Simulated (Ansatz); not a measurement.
CH9GeNO3Si, singlet, at a GFN2-xTB geometry, atoms displaced at random by about 0.08 Å a coordinate; HF/STO-3G, gradient (Ansatz, a program for electronic structure).

Ansatz was given this input:
Ansatz 0.2 input:
```yaml
crystal:
  periodic: [false, false, false]
  atoms:
    - {symbol: Si, position_ang: [-1.19337411, -0.01975321, 0.02477621]}
    - {symbol: O, position_ang: [-0.71599501, 1.35866440, -0.67215545]}
    - {symbol: O, position_ang: [-2.05712848, 0.33944293, 1.29619079]}
    - {symbol: O, position_ang: [-2.24316642, -0.67093260, -0.89480431]}
    - {symbol: N, position_ang: [0.22239150, -0.52341167, 0.31445450]}
    - {symbol: C, position_ang: [0.27670030, -2.07209350, 0.91410327]}
    - {symbol: Ge, position_ang: [1.67144660, 0.27916565, -0.26824254]}
    - {symbol: H, position_ang: [-1.25167695, 2.08773502, -1.23312656]}
    - {symbol: H, position_ang: [-1.73927777, 0.87918505, 2.13660337]}
    - {symbol: H, position_ang: [-2.95028889, -1.36501432, -0.57268462]}
    - {symbol: H, position_ang: [-0.15830256, -2.06632867, 1.72238121]}
    - {symbol: H, position_ang: [1.16077023, -2.29412385, 0.95428580]}
    - {symbol: H, position_ang: [-0.10475828, -2.70974353, 0.00267859]}
    - {symbol: H, position_ang: [2.92642592, -0.62629557, 0.21620979]}
    - {symbol: H, position_ang: [1.63538385, 0.50840849, -1.65558283]}
    - {symbol: H, position_ang: [1.87007772, 1.63759136, 0.53270406]}
basis:
  gaussian:
    orbitals: STO-3G
hamiltonian:
  xc: hf
output: {forces: true}
```

Question: What does Ansatz print? Leave out banner, timings and long lists.

Answer: 
```
Functional definition: HF
771 factors; integrals over basis functions are off by at most 3.7e-5 eV
mean field evaluation 1: about -72247.1523 eV, gradient 3.4e1 eV
mean field evaluation 2: about -72247.3473 eV, gradient 3.4e1 eV
mean field evaluation 4: about -72251.4220 eV, gradient 1.7e0 eV
mean field evaluation 8: about -72251.4319 eV, gradient 4.2e-5 eV
mean field -72251.43189019 eV, -2655.1911481851 hartree, gradient 1.5e-5 eV, S^2 0.000000; 0 other end points of the search recorded, 0 dependent functions left out
the calculation of the forces begins
reference -72251.43189019 eV, -2655.1911481851 hartree; 46, 46 occupied and 15, 15 virtual orbitals, 771 factors
Total energy: -72251.43189019 eV, -2655.1911481851 hartree
Atom 0 at    -1.193374    -0.019753     0.024776 Å, force    -4.364069     5.735227     0.393236 eV/Å
Atom 1 at    -0.715995     1.358664    -0.672155 Å, force    -0.615375     4.820003    -3.405804 eV/Å
Atom 2 at    -2.057128     0.339443     1.296191 Å, force    -1.450254     2.094664     5.924065 eV/Å
Atom 3 at    -2.243166    -0.670933    -0.894804 Å, force    -5.401834    -5.181719    -2.432437 eV/Å
Atom 4 at     0.222391    -0.523412     0.314455 Å, force     7.318512    -8.607304     3.152245 eV/Å
Atom 5 at     0.276700    -2.072093     0.914103 Å, force    -5.935148     7.088082   -17.286495 eV/Å
Atom 6 at     1.671447     0.279166    -0.268243 Å, force     2.538370     0.818771     3.368509 eV/Å
Atom 7 at    -1.251677     2.087735    -1.233127 Å, force     1.622115    -3.978134     2.744727 eV/Å
Atom 8 at    -1.739278     0.879185     2.136603 Å, force    -0.514323    -2.211647    -3.766719 eV/Å
Atom 9 at    -2.950289    -1.365014    -0.572685 Å, force     2.920371     2.762891    -0.756056 eV/Å
Atom 10 at    -0.158303    -2.066329     1.722381 Å, force    -6.282251    -0.844480    10.432752 eV/Å
Atom 11 at     1.160770    -2.294124     0.954286 Å, force    12.385145    -3.057963     1.430809 eV/Å
Atom 12 at    -0.104758    -2.709744     0.002679 Å, force     0.083996     1.245142     3.487088 eV/Å
Atom 13 at     2.926426    -0.626296     0.216210 Å, force    -2.338906     1.588725    -1.245217 eV/Å
Atom 14 at     1.635384     0.508408    -1.655583 Å, force     0.337767    -0.095457    -0.584833 eV/Å
Atom 15 at     1.870078     1.637591     0.532704 Å, force    -0.304116    -2.176802    -1.455870 eV/Å
Dipole moment:    -0.016642    -0.306669     0.092312 e Å
```
